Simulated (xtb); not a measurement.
xtb input:

```bash
xtb mol.xyz --gfn 2 --sp --chrg 0 --uhf 0
```
mol.xyz:
```
3

Ge    -0.00295088    -0.00102521     0.06606827
H      0.03968345    -1.12074649    -1.07507425
H      0.05474478     1.15355319    -1.03911028
```

Problem. Which total energy does the run end on?

Solution. -2.92037 Eh (GFN2-xTB).
